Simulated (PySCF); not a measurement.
BI₂, SMILES I[B+]I, charge +1.

Coordinates come from a B3LYP-D3(BJ)/def2-TZVP optimisation. The def2 effective core potentials stand for the cores of I; spin–orbit coupling is left out.

Two levels are set side by side: TDA-PBE/def2-SVPD (PySCF) and TDA-M06-2X/def2-SVPD (PySCF). Vertical, same geometry. The lowest singlet is HOMO→LUMO+1 50 %, HOMO−1→LUMO 50 % with PBE and HOMO−1→LUMO 50 %, HOMO→LUMO+1 50 % with the other functional; states are paired by order. Differences are taken from unrounded values.

```json
[
 {"quantity": "lowest singlet excitation (eV)", "TDA-PBE": "4.02"},
 {"quantity": "lowest triplet excitation (TDA) (eV)", "TDA-PBE": "3.65"},
 {"quantity": "first bright state (f over 0.05) (eV)", "TDA-PBE": "6.17"},
 {"quantity": "its oscillator strength", "TDA-PBE": "0.94"}
]
```

Q: These are the TDA-PBE values. What does TDA-M06-2X give? (The exact figures need the calculation; the answer reports its results.)

A: 
```
quantity                               TDA-M06-2X  TDA-PBE minus TDA-M06-2X
-------------------------------------  ----------  ------------------------
lowest singlet excitation (eV)               4.27                     -0.24
lowest triplet excitation (TDA) (eV)         4.06                     -0.41
first bright state (f over 0.05) (eV)        6.37                     -0.21
its oscillator strength                      0.94                      0.00
```

A lower first singlet is the usual sign of a functional without exact exchange. Differences between two approximate levels are no errors against the true value.

Rough cost on one machine, each run with all the roots and properties that it gave: TDA-M06-2X against TDA-PBE about 6 times.
